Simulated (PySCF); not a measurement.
HO2Si, SMILES O=[Si]=[OH+], charge +1. Geometry: PBE-D3(BJ)/def2-TZVP. The isomer is the one that the SMILES or the coordinates give; other isomers of the formula were not compared.

Method: PySCF 2.14.0 with PBE-D3(BJ)/def2-TZVP.

Harmonic wavenumbers (cm⁻¹): 217, 231, 525, 920, 1380, 3619. Rotational constants (GHz): 1005, 6.293, 6.254; symmetry number 1.

Question: Work out the zero-point energy and the ideal-gas rigid-rotor harmonic-oscillator thermochemistry at 298.15 K and 1 atm.

Answer: ZPE = ½ Σ hcν = ½ × 6891 cm⁻¹ = 9.85 kcal/mol. H − E(el) = 13.05 kcal/mol. Entropy in cal/(mol K): translation 38.25, rotation 19.64, vibration 4.60, total 62.49. G − E(el) = -5.59 kcal/mol. Cp = 13.34 cal/(mol K).
